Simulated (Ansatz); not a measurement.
Species: C₄H₈, charge 0, singlet. C4H8 ((Z)-but-2-ene, SMILES C/C=C\C).
B3LYP-D3(BJ)/def2-TZVP minimum from Ansatz (a program for electronic structure):
```
C
C 1 1.3313
H 2 1.0864 1 117.29
H 1 1.0864 2 117.29 3 0.00
C 1 1.4973 4 115.04 2 -180.00
H 5 1.0888 1 112.90 4 -180.00
H 5 1.0940 6 107.86 1 -122.64
H 5 1.0940 6 107.86 7 -114.73
C 2 1.4973 3 115.04 1 180.00
H 9 1.0888 2 112.90 3 -180.00
H 9 1.0940 10 107.86 6 122.64
H 9 1.0940 10 107.86 11 114.73
```

Property: atomisation energy (electronic, to ground-state atoms), in kJ/mol. UHF or UKS for unpaired electrons; spin-orbit terms are left out. CBS(X,Y): correlation extrapolated as X^-3, Hartree-Fock from the larger set. A bracket is a step between two methods taken in the basis named. Functionals run without relativity, which enters their misses. Double hybrids freeze cores in their MP2 part. '+ core + X2C': CCSD(T) terms for core correlation (cc-pwCVTZ) and scalar relativity (cc-pVTZ-DK). Where a partner has so few electrons that a lower coupled-cluster level is exact, that level stands in.

CCSD(T)/CBS(cc-pVTZ,cc-pVQZ) + [CCSDT(Q) - CCSD(T)]/cc-pVDZ + core + X2C (Ansatz) gives 4846.8 kJ/mol.

**Question.** What does PBE/def2-TZVPD (Ansatz) give here, and how do the other levels compare?

**Answer.** PBE gives 4908.1 kJ/mol, 61.3 kJ/mol above it. Differences of the others: B3LYP/def2-TZVPD (Ansatz) -32.4; wB97M-V/def2-TZVPD (Ansatz) -8.3; B2PLYP/def2-TZVPD (Ansatz) -65.7; CCSD(T)/CBS(cc-pVTZ,cc-pVQZ) + core + X2C (Ansatz) -2.3 kJ/mol. Nearer than PBE: B3LYP/def2-TZVPD, wB97M-V/def2-TZVPD, CCSD(T)/CBS(cc-pVTZ,cc-pVQZ) + core + X2C.
